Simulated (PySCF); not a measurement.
## EuCl3(H2O) at several levels of theory

Computed with PySCF 2.14.0 (density fitting, no spin-orbit coupling) at the geometry relaxed with PBE0:

```xyz
7
EuCl3(H2O) (singlet in the valence; each metal's 4f electrons, 6 of them, lie in its core potential, out of spins and levels)
Eu   -0.0270   -0.0534    0.0534
Cl    1.0846    1.9058    1.1997
Cl   -1.7475   -1.3548    1.3548
Cl    1.0846   -1.1997   -1.9058
O    -1.3686    1.3641   -1.3641
H    -1.5832    2.2899   -1.1884
H    -1.5832    1.1884   -2.2899
```

```csv
level,basis,state,HOMO (eV),gap (eV),charge on Eu1 (e),population of f-type functions on Eu1 (polarisation alone where 4f lies in the core),dipole about the centre of mass (D),largest force component (eV/Å)
PBE0,"Eu lcecp-1-SVP with ECP52, Cl def2-SVP, O def2-SVP, H def2-SVP",singlet,-8.41,6.96,0.88,0.06,5.78,0.01
TPSS,the same,singlet,-7.15,5.17,0.84,0.06,5.74,0.44
PBE0,"Eu lcecp-1-TZVP with ECP52, Cl def2-TZVP, O def2-TZVP, H def2-TZVP",singlet,-8.55,6.91,1.39,0.08,5.71,0.22
```

In the lcecp rows the 4f levels are missing from HOMO and gap, and the state counts the valence alone.

Charges are Mulliken's, which hang on the basis. The relaxation used the grid (50, 194), these runs (75, 302) or, all-electron (x2c bases, spin-free X2C Hamiltonian), (99, 590).

What does r2SCAN with Eu lcecp-1-SVP with ECP52, Cl def2-SVP, O def2-SVP, H def2-SVP give here?

state singlet, HOMO (eV) -7.41, gap (eV) 5.70, charge on Eu1 (e) 0.88, population of f-type functions on Eu1 (polarisation alone where 4f lies in the core) 0.06, dipole about the centre of mass (D) 5.77, largest force component (eV/Å) 0.12. Time: 13 s on 2 threads of Intel(R) Xeon(R) Platinum 8259CL CPU @ 2.50GHz (Skylake/Cascade Lake) (shared host), from an already converged density.

In the first row's basis the gap widens with exact exchange: 5.2 to 5.7 eV for TPSS, r2SCAN (none); 7.0 eV for PBE0 (a fixed share).

A frequency check found unstable modes (1, the lowest at -39 cm⁻¹), so the relaxed geometry is a saddle point, or these are noise. An lcecp potential fixes the number of 4f electrons, so in runs with it no electron can move into or out of that shell.
